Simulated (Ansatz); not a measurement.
Consider the ligand exchange at the Sn–C bond: `C[CH2][SnH3]` + `C[SeH]` → `C[Se][SnH3]` + `CC`.

Gas-phase electronic energies from Ansatz, PBE0-D4/def2-TZVP geometries. CCSD(T)/CBS adds triple-zeta CCSD(T) − MP2 to the extrapolated MP2 energy (def2 sets, frozen cores). This one scheme is used for every species. DFT in def2-TZVPP. def2 core potentials past Kr. For Se, Sn outer-core shells are correlated without core-valence functions, which leaves a few kJ/mol of doubt a bond. Scalar relativity is left out up to krypton.

`C[CH2][SnH3]`:

Cartesian coordinates in Å:
```
C -0.144 1.501 -0.082
C 0.048 0.251 0.763
Sn 0.104 -1.557 -0.401
H 0.664 1.628 -0.807
H -1.081 1.469 -0.644
H -0.168 2.402 0.538
H 0.981 0.299 1.330
H -0.758 0.141 1.492
H 1.393 -1.478 -1.524
H -1.361 -1.729 -1.267
H 0.323 -2.926 0.600
```

`C[SeH]`:

Z-matrix (Å, degrees):
```
C
Se 1 1.949
H 1 1.088 2 110.6
H 1 1.087 2 110.6 3 -123.3
H 1 1.089 2 106.0 3 118.4
H 2 1.468 1 95.4 3 61.7
```

`C[Se][SnH3]`:

Z-matrix (Å, degrees):
```
C
Se 1 1.960
H 1 1.088 2 110.7
H 1 1.088 2 110.7 3 -123.0
H 1 1.089 2 106.1 3 118.5
Sn 2 2.522 1 96.9 3 61.1
H 6 1.709 2 109.1 1 -58.1
H 6 1.702 2 107.0 1 -178.5
H 6 1.709 2 109.4 1 61.1
```

`CC`:

```xyz
8

C    -0.675    0.061    0.343
C     0.675   -0.061   -0.343
H    -0.562    0.243    1.415
H    -1.258    0.888   -0.070
H    -1.266   -0.849    0.226
H     0.562   -0.243   -1.415
H     1.258   -0.887    0.070
H     1.266    0.849   -0.226
```

CCSD(T)/CBS gives -101.8 kJ/mol.

Problem. Another level gave -100.1 kJ/mol. Which?
A. CCSD(T)/def2-TZVPP
B. BHLYP-D4/def2-TZVPP
C. r2SCAN-D4/def2-TZVPP
D. revPBE-D4/def2-TZVPP

Solution. D. revPBE-D4 -100.1, BHLYP-D4 -109.2, CCSD(T)/def2-TZVPP -93.6, r2SCAN-D4 -104.3 kJ/mol.

Largest T1 diagnostic among the species: 0.012.

Leaving LDA and LC-ωPBE aside and taking each functional with its dispersion term where it has one, the values, not all of them listed here, spread over 9.7 kJ/mol, from BHLYP-D4 to ωB97X-V. LDA lies +5.9 kJ/mol from PBE without D4. In def2-TZVPP, CCSD(T) changes the Hartree–Fock value by +17.7 kJ/mol (the triples alone add +0.9 kJ/mol) and MP2 by +14.3 kJ/mol. From BLYP to BHLYP (50 % exact exchange), in def2-TZVPP and without D4, ΔE moves by −4.6 kJ/mol.
